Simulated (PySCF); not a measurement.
# Dipole moment and polarisability of `COB(Br)Br`

CH3BBr2O.
SMILES with atom numbers: `[CH3:1][O:2][B:3]([Br:4])[Br:5]` (hydrogens: H6, H7, H8 on C1)

Cartesian coordinates in Å at the PBE0-D3(BJ)/def2-SVP level; atoms count from 1:
```
atom  x, y, z in Å
C1    -0.810   -0.323    0.020
O2     0.524   -0.423    0.460
B3     1.506    0.459    0.322
Br4    1.272    2.152   -0.574
Br5    3.222    0.017    1.046
H6    -1.021   -1.167   -0.652
H7    -0.995    0.625   -0.508
H8    -1.473   -0.393    0.895
```

Level: CAM-B3LYP/def2-SVPD (PySCF), static field, nuclei fixed, core orbitals frozen in the response. The polarisability tensor in these axes (au):

```
x   82.71 -0.51  8.14
y   -0.51 73.47 -8.69
z    8.14 -8.69 62.63
```

Problem. What are the eigenvalues, a third of the trace, and Δα (Δα² = ½Σ(αi − αj)² over the three pairs)?

Solution. Principal values 55.98, 76.17 and 86.66 au; mean 72.94 au = 10.81 Å³ = 12.03 × 10⁻⁴⁰ C²·m²/J; Δα = 27.01 au (37 % of the mean).

Problem. What is the dipole moment, and where does it point?

Solution. (-2.46, -0.47, -0.49) D, 2.55 D in size, pointing from the negative to the positive side. Measured along this direction, the outermost atoms are Br5 at the negative end and H6 and H8 at the positive end.

Problem. Rayleigh depolarisation ratio (linearly polarised light, static tensor)?

Solution. ρ = 3Δα²/(45ᾱ² + 4Δα²) = 2188.0/(239402 + 2917.4) = 0.00903.

Problem. Sum over states: ᾱ = Σ f/ω², ω in Eh. What share falls to these 10 lowest TDDFT singlets (eV, f)? 6.20, 0.0000; 6.95, 0.0764; 7.04, 0.0004; 7.23, 0.1431; 7.43, 0.0857; 7.49, 0.0004; 7.51, 0.0004; 7.83, 0.1042; 7.87, 0.0873; 7.88, 0.0147.

Solution. They add up to 6.84 au, 9.4 % of the 72.94 au; the largest single term is 2.03 au, from the state at 7.23 eV. Terms in order: 0.00, 1.17, 0.01, 2.03, 1.15, 0.01, 0.01, 1.26, 1.04, 0.18 au. Higher excitations give the rest. The strengths listed sum to 0.513.

Problem. Find the Langevin capture rate constant for NH4+ (18.034 u) meeting this molecule (199.864 u), k = 2.342 × 10⁻⁹ cm³/s × √(α in Å³ / reduced mass in u).

Solution. The reduced mass is 16.54 u, so k = 1.89 × 10⁻⁹ cm³/s. The formula leaves out the permanent dipole, which adds to the capture rate.

Problem. What would n − 1 = 2πNα be for an ideal gas of these molecules at 298.15 K and 1 atm, electronic part alone?

Solution. N = p/kT = 2.4615 × 10¹⁹ cm⁻³, so n − 1 = 2π × N × 10.81 × 10⁻²⁴ cm³ = 1672 × 10⁻⁶ at long wavelengths, for an ideal gas.

One conformer (not necessarily the lowest) at the PBE0-D3(BJ)/def2-SVP geometry, without solvent, vibrations or thermal averaging. The calculation is non-relativistic, for bromine too.
